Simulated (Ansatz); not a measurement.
`BOCO[SiH3]`, relaxed with RKS PBE0-D4/def2-TZVP in the Gaussian-basis code of Ansatz from a PBE-D4/def2-SVP geometry. The force threshold is 0.005 eV/Å; the program also tests the step.

Charge 0, multiplicity 1.

Start:

```xyz
12

B     0.196    1.308   -1.876
O     0.109    0.200   -1.102
C     1.002   -0.050   -0.013
O     0.323   -0.004    1.193
Si   -1.045   -0.959    1.517
H     1.086    2.122   -1.682
H    -0.640    1.425   -2.751
H     1.443   -1.058   -0.201
H     1.804    0.721    0.002
H    -0.827   -2.350    0.980
H    -2.294   -0.376    0.922
H    -1.157   -0.979    3.011
```

Q: By how much does the energy fall, and how many steps does the optimiser take? (Estimate.)

A: Computed: 0.07 eV, in 13 steps.

Q: Which bonds change most? (An estimate is asked.)

A: The calculation gave: O4–Si5 from 1.699 to 1.657 Å; B1–H7 from 1.216 to 1.195 Å; B1–H6 from 1.222 to 1.201 Å; C3–H8 from 1.116 to 1.096 Å.

Q: Give the relaxed structure. (Estimate.)

A: The calculation gave: 
```xyz
12

B     0.190    1.320   -1.840
O     0.122    0.175   -1.137
C     0.986   -0.080   -0.049
O     0.296    0.001    1.145
Si   -1.020   -0.940    1.506
H     1.029    2.137   -1.574
H    -0.604    1.461   -2.722
H     1.392   -1.087   -0.201
H     1.791    0.660   -0.029
H    -0.770   -2.336    1.054
H    -2.257   -0.430    0.866
H    -1.155   -0.881    2.980
```
